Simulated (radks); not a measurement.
The numbers below are computed, except where a source is named.
Coulomb parameter of the 5d shell of the osmium ion Os+ in the model configuration [Xe] 4f14 5d4 6s1 6p2, as a second difference U = [E(n + 0.25) + E(n - 0.25) - 2 E(n)] / (0.25)^2 with all orbitals relaxed. "Bare": the charge of the atom changes with n. "Screened": the 6p shell takes up the change at fixed total charge, which measures U(5d,5d) + U(6p,6p) - 2 U(5d,6p). Code: a radial shooting solver on a logarithmic mesh with Libxc functionals. Model: scalar-relativistic Kohn-Sham, r2SCAN, spin-unpolarised, spherical densities, finite nucleus; meta-GGA in the generalised Kohn-Sham scheme; Fermi nuclear charge, rms radius 5.4126 fm.

| case | configuration | E - E(n) (eV) |
|---|---|---|
| start | [Xe] 4f14 5d4 6s1 6p2 | 0.000 |
| bare +0.25 | [Xe] 4f14 5d4.25 6s1 6p2 | -4.985 |
| bare -0.25 | [Xe] 4f14 5d3.75 6s1 6p2 | 5.664 |
| screened +0.25 | [Xe] 4f14 5d4.25 6s1 6p1.75 | -2.811 |
| screened -0.25 | [Xe] 4f14 5d3.75 6s1 6p2.25 | 2.944 |

U(bare) = 10.855 eV, U(screened by 6p) = 2.127 eV, against the Slater integral F0(5d,5d) = 15.274 eV with frozen orbitals.
